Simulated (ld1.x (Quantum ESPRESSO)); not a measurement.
## Pseudopotential generation for oxygen: TM, PBE, scalar-relativistic.

Input for ld1.x (Quantum ESPRESSO) 7.5:

```
&input
   title='O', zed=8., rel=1, dft='PBE', iswitch=3,
   config='[He] 2s1 2p5 3d-2',
   nld=3, rlderiv=1.50, eminld=-4.0, emaxld=5.0, deld=0.02
 /
 &inputp
   pseudotype=2, tm=.true., lloc=-1, rcloc=0.75,
   nlcc=.false.,
   file_pseudopw='O.UPF', file_wfcaegen='ae.wfc', file_wfcncgen='nc.wfc', file_beta='beta', file_chi='chi'
 /
3
2S  1  0   1.00   0.00  0.95  0.95  0.0
2P  2  1   5.00   0.00  1.25  1.25  0.0
3D  3  2  -2.00   0.40  1.35  1.35  0.0
 &test
   configts(1)='2s1 2p5'
 /
```

Command:

```bash
ld1.x < O.in > O.out
```

Resulting log (shortened: banner, matrices, multipoles, cross overlaps and the repeated all-electron block are left out):

```
Program LD1 v.7.5
     --------------------------- All-electron run ----------------------------

     O
     scalar relativistic calculation

     atomic number is  8.00
     dft =PBE   lsd =0 sic =0 latt =0  beta=0.20 tr2=1.0E-14
     Exchange-correlation= PBE
                           (   1   4   3   4   0   0   0)
     mesh =1095 r(mesh) =  99.04343 a.u. xmin = -7.00 dx = 0.01250
     1 Ry =  13.60569312 eV, c = 137.03599908

     n l     nl                  e(Ry)          e(Ha)          e(eV)
     1 0     1S 1( 2.00)       -37.8824       -18.9412      -515.4167
     2 0     2S 1( 1.00)        -1.7948        -0.8974       -24.4202
     2 1     2P 1( 5.00)        -0.6947        -0.3473        -9.4515

     final scf error:  3.8E-15 reached in  24 iterations

     Etot =    -148.905333 Ry,     -74.452667 Ha,   -2025.960272 eV

     Ekin =     148.691472 Ry,      74.345736 Ha,    2023.050531 eV
     Encl =    -353.722717 Ry,    -176.861358 Ha,   -4812.642733 eV
     Eh   =      72.535470 Ry,      36.267735 Ha,     986.895346 eV
     Exc  =     -16.409558 Ry,      -8.204779 Ha,    -223.263416 eV

     normalization and overlap integrals

     s(1S/1S) =  1.000000  <r> =   0.1994  <r2> =    0.0538  r(max) =   0.1298
     s(2S/2S) =  1.000000  <r> =   1.1376  <r2> =    1.5741  r(max) =   0.8677
     s(2P/2P) =  1.000000  <r> =   1.2578  <r2> =    2.1039  r(max) =   0.8151

     ------------------------ End of All-electron run ------------------------

     --------------------- Generating NC pseudopotential ---------------------

      Generating local potential from pseudized AE potential:
      Matching radius rcloc =   0.7500

      Local pseudo, rcloc= 0.756 Estimated cut-off energy=    41.92 Ry

      Wfc   2S  rcut= 0.947  Using Troullier-Martins method

      Wfc   2P  rcut= 1.247  Using Troullier-Martins method

      Wfc   3D  rcut= 1.344  Using Troullier-Martins method

     ------------------- End of pseudopotential generation -------------------

     Computing logarithmic derivative in   1.49455
     Computing logarithmic derivative in   1.49455
     Computing the partial wave expansion
     R is outside the sphere for l=    0 j= 0.00
     R is outside the sphere for l=    1 j= 0.00
     R is outside the sphere for l=    2 j= 0.00

     ---------------------- Testing the pseudopotential ----------------------

     O
     scalar relativistic calculation

     atomic number is  8.00   valence charge is  6.00
     dft =PBE   lsd =0 sic =0 latt =0  beta=0.20 tr2=1.0E-14
     mesh =1095 r(mesh) =  99.04343 xmin = -7.00 dx = 0.01250

     n l     nl             e AE (Ry)        e PS (Ry)    De AE-PS (Ry)
     1 0     2S   1( 1.00)       -1.79485       -1.79488        0.00003
     2 1     2P   1( 5.00)       -0.69467       -0.69468        0.00001

     eps = 7.2E-15  iter =  8

     Etot =    -148.905333 Ry,     -74.452667 Ha,   -2025.960272 eV
     Etotps =   -30.347022 Ry,     -15.173511 Ha,    -412.892264 eV

     Ekin =      24.889730 Ry,      12.444865 Ha,     338.642027 eV
     Encl =     -74.475042 Ry,     -37.237521 Ha,   -1013.284573 eV
     Ehrt =      26.972655 Ry,      13.486328 Ha,     366.981670 eV
     Ecxc =      -6.439287 Ry,      -3.219643 Ha,     -87.610960 eV
     Epseu=      -1.295078 Ry,      -0.647539 Ha,     -17.620428 eV

     ---------------------- End of pseudopotential test ----------------------
```

Generation and configuration tests took about 1.8 s on one core of a shared server CPU.
